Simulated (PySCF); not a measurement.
# Diatomic cations of Cs with group 15

CCSD(T) with double-zeta basis sets in PySCF, for the lowest determinant that a PBE0 search found; no spin–orbit coupling. De refers to high-spin ground-configuration atoms (the charge goes to the atom of lower measured ionisation energy or higher electron affinity, which is not always the lowest computed limit).

```
 M      basis  reference, frozen orbitals  charged atom  state (unpaired electrons)  Re (Å)  ωe (cm⁻¹)  De (eV)
 N  def2-SVPD                      UHF, 1           Cs+         quartet (σ ↑, π ↑↑)   3.484       85.6     0.10
 P   def2-SVP                      UHF, 5           Cs+         quartet (σ ↑, π ↑↑)   3.988       57.7     0.13
As   def2-SVP                      UHF, 9           Cs+         quartet (σ ↑, π ↑↑)   4.086       40.6     0.12
Sb   def2-SVP                      UHF, 4           Cs+         quartet (σ ↑, π ↑↑)   4.323       32.7     0.11
Bi   def2-SVP                      UHF, 4           Cs+         quartet (σ ↑, π ↑↑)   4.387       28.5      n/a
```

The shortest bond is that of CsN⁺ (3.484 Å), the longest that of CsBi⁺ (4.387 Å).

The rows differ in basis set, which adds steps of its own.

Down a group the atoms grow and get heavier, so bonds lengthen and wavenumbers fall; this series shows no clear exception.

Correlated steps freeze the inner cores (1 to 9 orbitals); shallow outer-core shells are correlated. Weak bonds: CsAs⁺, CsN⁺, CsP⁺, CsSb⁺. Basis-set superposition, not corrected here, can be much of De in a small basis, most of all at correlated wavefunction levels. These are scalar-relativistic numbers at best; spin–orbit coupling would shift them, the dissociation energy most. For an ion De counts to the pair picked by the measured ionisation energies or electron affinities, which need not be the lowest pair at this level. States were picked by a PBE0 search and need not be the measured ground states.
